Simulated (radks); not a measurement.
Removal energies from the zirconium ion Zr4+, [Kr], by Delta-SCF beside the eigenvalue of the level emptied. Method: Dirac Kohn-Sham, BLYP, spin-unpolarised, spherical densities, finite nucleus; Fermi nuclear charge, rms radius of each element as measured or else 0.836 A^(1/3) + 0.57 fm; computed with a radial shooting solver on a logarithmic mesh with Libxc functionals. Sub-shells are occupied by j as written (lower j first in brackets).

removed from               final configuration  Delta-SCF (eV)  -eigenvalue (eV)
4p3/2         [Ar] 3d10 4s2 4p(1/2: 2, 3/2: 3)          80.086            71.955
4p1/2         [Ar] 3d10 4s2 4p(1/2: 1, 3/2: 4)          82.156            73.890
4s1/2                        [Ar] 3d10 4s1 4p6          104.19            95.345
3d5/2          [Ar] 3d(3/2: 4, 5/2: 5) 4s2 4p6          235.09            216.33
